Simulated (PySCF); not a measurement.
C4H5, doublet (typed; the unrestricted solution is spin-contaminated), geometry from GFN2-xTB; PySCF with HF/6-31G*.

The PySCF input:
```python
from pyscf import gto, scf

mol = gto.Mole()
mol.atom = '''
    C     0.846922    1.666202   -0.087472
    C     0.098797    0.626242    0.042347
    C    -0.689093   -0.455535    0.180704
    C    -0.314503   -1.747230   -0.104834
    H     1.478742    2.032736    0.712299
    H     0.890577    2.241590   -1.004097
    H    -1.695126   -0.277397    0.547122
    H     0.671379   -1.971071   -0.469908
    H    -0.998312   -2.563934    0.030112
'''
mol.basis = '6-31g*'
mol.charge = 0
mol.spin = 1
mol.verbose = 4
mol.build()

mf = scf.UHF(mol)
mf.kernel()
mf.analyze()
```

It wrote (shortened):

```
PySCF version 2.14.0

[INPUT] verbose = 4
[INPUT] num. atoms = 9
[INPUT] num. electrons = 29
[INPUT] charge = 0
[INPUT] spin (= nelec alpha-beta = 2S) = 1
[INPUT] symmetry False subgroup None
[INPUT] Mole.unit = angstrom
[INPUT] Symbol           X                Y                Z      unit          X                Y                Z       unit  Magmom
[INPUT]  1 C      0.846922000000   1.666202000000  -0.087472000000 AA    1.600450628869   3.148665448203  -0.165298123568 Bohr   0.0
[INPUT]  2 C      0.098797000000   0.626242000000   0.042347000000 AA    0.186699271929   1.183425867700   0.080024232197 Bohr   0.0
[INPUT]  3 C     -0.689093000000  -0.455535000000   0.180704000000 AA   -1.302197044355  -0.860836390154   0.341481069613 Bohr   0.0
[INPUT]  4 C     -0.314503000000  -1.747230000000  -0.104834000000 AA   -0.594324535354  -3.301786176624  -0.198107548543 Bohr   0.0
[INPUT]  5 H      1.478742000000   2.032736000000   0.712299000000 AA    2.794417388892   3.841314323544   1.346050028802 Bohr   0.0
[INPUT]  6 H      0.890577000000   2.241590000000  -1.004097000000 AA    1.682946622837   4.235991183564  -1.897468332497 Bohr   0.0
[INPUT]  7 H     -1.695126000000  -0.277397000000   0.547122000000 AA   -3.203323886629  -0.524204357776   1.033910736724 Bohr   0.0
[INPUT]  8 H      0.671379000000  -1.971071000000  -0.469908000000 AA    1.268722435784  -3.724784362073  -0.887997423742 Bohr   0.0
[INPUT]  9 H     -0.998312000000  -2.563934000000   0.030112000000 AA   -1.886536266867  -4.845133061461   0.056903433063 Bohr   0.0

nuclear repulsion = 96.6892875788786
number of shells = 34
number of NR pGTOs = 128
number of NR cGTOs = 66
basis = 6-31g*
ecp = {}

******** <class 'pyscf.scf.uhf.UHF'> ********
method = UHF
initial guess = minao
damping factor = 0
level_shift factor = 0
DIIS = <class 'pyscf.scf.diis.CDIIS'>
diis_start_cycle = 1
diis_space = 8
diis_damp = 0
SCF conv_tol = 1e-09
SCF conv_tol_grad = None
SCF max_cycles = 50
direct_scf = True
direct_scf_tol = 1e-13
number electrons alpha = 15  beta = 14
Set gradient conv threshold to 3.16228e-05
init E= -155.050082447335

cycle= 1 E= -154.221443285733  delta_E= 0.829  |g|= 0.242  |ddm|= 1.98
cycle= 2 E= -154.273219452657  delta_E= -0.0518  |g|= 0.0839  |ddm|= 0.361
cycle= 3 E= -154.283423176727  delta_E= -0.0102  |g|= 0.0437  |ddm|= 0.163
cycle= 4 E= -154.286563639738  delta_E= -0.00314  |g|= 0.0292  |ddm|= 0.0686
cycle= 5 E= -154.289210462185  delta_E= -0.00265  |g|= 0.0155  |ddm|= 0.0848
cycle= 6 E= -154.290058300845  delta_E= -0.000848  |g|= 0.00891  |ddm|= 0.0548
cycle= 7 E= -154.290345341986  delta_E= -0.000287  |g|= 0.00764  |ddm|= 0.0236
cycle= 8 E= -154.290664127153  delta_E= -0.000319  |g|= 0.0067  |ddm|= 0.0279
cycle= 9 E= -154.291227571077  delta_E= -0.000563  |g|= 0.00451  |ddm|= 0.064
cycle= 10 E= -154.291506167441  delta_E= -0.000279  |g|= 0.00188  |ddm|= 0.063
cycle= 11 E= -154.291523589053  delta_E= -1.74e-05  |g|= 0.000717  |ddm|= 0.0113
cycle= 12 E= -154.291527571572  delta_E= -3.98e-06  |g|= 0.000231  |ddm|= 0.00878
cycle= 13 E= -154.29152765325  delta_E= -8.17e-08  |g|= 9.26e-05  |ddm|= 0.000986
cycle= 14 E= -154.291527680177  delta_E= -2.69e-08  |g|= 3.22e-05  |ddm|= 0.000595
cycle= 15 E= -154.291527681876  delta_E= -1.7e-09  |g|= 1.46e-05  |ddm|= 0.000116
cycle= 16 E= -154.291527682296  delta_E= -4.19e-10  |g|= 6.81e-06  |ddm|= 9.61e-05
Extra cycle  E= -154.291527682378  delta_E= -8.22e-11  |g|= 4.81e-06  |ddm|= 1.09e-05
converged SCF energy = -154.291527682378  <S^2> = 1.056013  2S+1 = 2.2856185
**** SCF Summaries ****
Total Energy =                        -154.291527682377847
Nuclear Repulsion Energy =              96.689287578878577
One-electron Energy =                 -398.118103267869742
Two-electron Energy =                  147.137288006613318
Two-electron Coulomb Energy =          169.697360749276669
DFT Exchange-Correlation Energy =      -22.560072742663351
**** MO energy ****
                             alpha | beta                alpha | beta
MO #1   energy= -11.2466447264912  | -11.2467330270448  occ= 1 | 1
MO #2   energy= -11.2315617102452  | -11.2320588231304  occ= 1 | 1
MO #3   energy= -11.2302571575259  | -11.2200852153749  occ= 1 | 1
MO #4   energy= -11.2197958985126  | -11.2100763690956  occ= 1 | 1
MO #5   energy= -1.1019850979796   | -1.07574621040378  occ= 1 | 1
MO #6   energy= -1.00916745566127  | -0.997372694111276 occ= 1 | 1
MO #7   energy= -0.869291715369081 | -0.833367250246608 occ= 1 | 1
MO #8   energy= -0.713851637925753 | -0.697115660391026 occ= 1 | 1
MO #9   energy= -0.650043272352713 | -0.641500716015558 occ= 1 | 1
MO #10  energy= -0.613226475567747 | -0.59652002381289  occ= 1 | 1
MO #11  energy= -0.607958492213843 | -0.584186728896071 occ= 1 | 1
MO #12  energy= -0.538788660991093 | -0.528728071425502 occ= 1 | 1
MO #13  energy= -0.453364226408528 | -0.40925099224461  occ= 1 | 1
MO #14  energy= -0.382556200531449 | -0.385059695717129 occ= 1 | 1
MO #15  energy= -0.317241609409676 | 0.129249650187567  occ= 1 | 0
MO #16  energy= 0.185146721065588  | 0.197164085300378  occ= 0 | 0
MO #17  energy= 0.216978286199287  | 0.255758027458633  occ= 0 | 0
MO #18  energy= 0.281367035963502  | 0.281050618444296  occ= 0 | 0
MO #19  energy= 0.290642570789636  | 0.296879236101183  occ= 0 | 0
MO #20  energy= 0.295778670977971  | 0.308588891949317  occ= 0 | 0
MO #21  energy= 0.346929111963819  | 0.352933231530022  occ= 0 | 0
MO #22  energy= 0.373156255646292  | 0.384054688700684  occ= 0 | 0
MO #23  energy= 0.474031772170587  | 0.481185867750451  occ= 0 | 0

To work with the spin densities directly, `use mulliken_meta_spin()` only printing them here.

 ** Mulliken spin pop alpha/beta on meta-lowdin orthogonal AOs **
 ** Mulliken Spin Density (per AO)  **
spin_pop of  0 C 1s        0.00000
spin_pop of  0 C 2s       -0.04445
spin_pop of  0 C 3s        0.00054
spin_pop of  0 C 2px      -0.19924
spin_pop of  0 C 2py      -0.13499
spin_pop of  0 C 2pz      -0.07541
spin_pop of  0 C 3px      -0.00092
spin_pop of  0 C 3py      -0.00061
spin_pop of  0 C 3pz       0.00046
spin_pop of  0 C 3dxy      0.00034
spin_pop of  0 C 3dyz      0.00054
spin_pop of  0 C 3dz^2     0.00003
spin_pop of  0 C 3dxz      0.00036
spin_pop of  0 C 3dx2-y2    0.00042
spin_pop of  1 C 1s       -0.00000
spin_pop of  1 C 2s        0.07995
spin_pop of  1 C 3s       -0.00146
spin_pop of  1 C 2px       0.24627
spin_pop of  1 C 2py       0.13261
spin_pop of  1 C 2pz       0.58669
spin_pop of  1 C 3px       0.00073
spin_pop of  1 C 3py       0.00022
spin_pop of  1 C 3pz       0.00269
spin_pop of  1 C 3dxy     -0.00050
spin_pop of  1 C 3dyz     -0.00010
spin_pop of  1 C 3dz^2    -0.00057
spin_pop of  1 C 3dxz     -0.00007
spin_pop of  1 C 3dx2-y2   -0.00024
spin_pop of  2 C 1s        0.00000
spin_pop of  2 C 2s       -0.05281
spin_pop of  2 C 3s        0.00063
spin_pop of  2 C 2px      -0.07944
spin_pop of  2 C 2py      -0.05660
spin_pop of  2 C 2pz      -0.37320
spin_pop of  2 C 3px      -0.00005
spin_pop of  2 C 3py       0.00005
spin_pop of  2 C 3pz      -0.00124
spin_pop of  2 C 3dxy      0.00003
spin_pop of  2 C 3dyz      0.00137
spin_pop of  2 C 3dz^2     0.00054
spin_pop of  2 C 3dxz      0.00045
spin_pop of  2 C 3dx2-y2    0.00031
spin_pop of  3 C 1s       -0.00000
spin_pop of  3 C 2s        0.06617
spin_pop of  3 C 3s       -0.00104
spin_pop of  3 C 2px       0.10689
spin_pop of  3 C 2py       0.05018
spin_pop of  3 C 2pz       0.64853
spin_pop of  3 C 3px       0.00035
spin_pop of  3 C 3py      -0.00001
spin_pop of  3 C 3pz       0.00500
spin_pop of  3 C 3dxy     -0.00000
spin_pop of  3 C 3dyz     -0.00027
spin_pop of  3 C 3dz^2    -0.00114
spin_pop of  3 C 3dxz     -0.00047
spin_pop of  3 C 3dx2-y2    0.00004
spin_pop of  4 H 1s        0.06664
spin_pop of  4 H 2s        0.00001
spin_pop of  5 H 1s        0.06664
spin_pop of  5 H 2s        0.00001
spin_pop of  6 H 1s        0.04341
spin_pop of  6 H 2s       -0.00014
spin_pop of  7 H 1s       -0.04245
spin_pop of  7 H 2s        0.00030
spin_pop of  8 H 1s       -0.04229
spin_pop of  8 H 2s        0.00028
 ** Mulliken Spin Density (per atom)  **
spin density of  0 C =     -0.45292
spin density of  1 C =      1.04623
spin density of  2 C =     -0.55995
spin density of  3 C =      0.87422
spin density of  4 H =      0.06665
spin density of  5 H =      0.06665
spin density of  6 H =      0.04327
spin density of  7 H =     -0.04215
spin density of  8 H =     -0.04201
 ** Mulliken pop alpha/beta on meta-lowdin orthogonal AOs **
 ** Mulliken pop       alpha | beta **
In total            15.00000 | 14.00000
 ** Mulliken atomic charges   ( Nelec_alpha | Nelec_beta ) **
charge of  0C =     -0.24213  (     2.89461      3.34753 )
charge of  1C =      0.00662  (     3.51981      2.47357 )
charge of  2C =     -0.10660  (     2.77332      3.33327 )
charge of  3C =     -0.20149  (     3.53786      2.66364 )
charge of  4H =      0.11063  (     0.47801      0.41136 )
charge of  5H =      0.11063  (     0.47801      0.41136 )
charge of  6H =      0.11269  (     0.46529      0.42202 )
charge of  7H =      0.10526  (     0.42630      0.46844 )
charge of  8H =      0.10439  (     0.42680      0.46881 )
Dipole moment(X, Y, Z, Debye): -0.13630, -0.14579,  0.02897
```
